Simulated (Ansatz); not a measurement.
Computed with Ansatz on PBE0-D4/def2-TZVP structures; ΔE is electronic, products minus reactants. CCSD(T)/CBS adds triple-zeta CCSD(T) − MP2 to the extrapolated MP2 energy (def2 sets, frozen cores). This one scheme is used for every species. Functionals use def2-TZVPP. Each species was taken in one conformer, which may not be the lowest.

Consider the redistribution: `COBCCl` + `F[Si](S)(Cl)Cl` → `ClBCCl` + `CO[Si](F)(S)Cl`.

Task: Is it downhill or uphill in electronic energy at CCSD(T)/CBS, and by how much? (Estimate.)

Result: Ansatz gave: Uphill: ΔE = +34.6 kJ/mol.

Task: What do these levels give: PBE-D4, r2SCAN-D4, ωB97X-V, ωB97M-V, B2PLYP, r2SCAN, PBE0, HF/def2-TZVPP, CCSD/def2-TZVPP, CCSD(T)/def2-TZVPP, HF/def2-QZVPP, MP2/CBS(def2)? (An estimate is asked.)

Result: The calculation gave: PBE-D4 39.6, r2SCAN-D4 34.5, ωB97X-V 36.0, ωB97M-V 37.2, B2PLYP 36.8, r2SCAN 35.1, PBE0 39.7, HF/def2-TZVPP 32.8, CCSD/def2-TZVPP 32.5, CCSD(T)/def2-TZVPP 32.4, HF/def2-QZVPP 32.8, MP2/CBS(def2) 34.1 kJ/mol.

Largest T1 diagnostic among the species: 0.012.

The D4 term adds −3.5 kJ/mol with B3LYP and −2.0 kJ/mol with PBE0; it sums over pairs of atoms, weighted by their polarisabilities, and B3LYP, whose exchange is more repulsive, gets the larger term.

B3LYP here is the variant with VWN-RPA as its local correlation; programs differ in this.
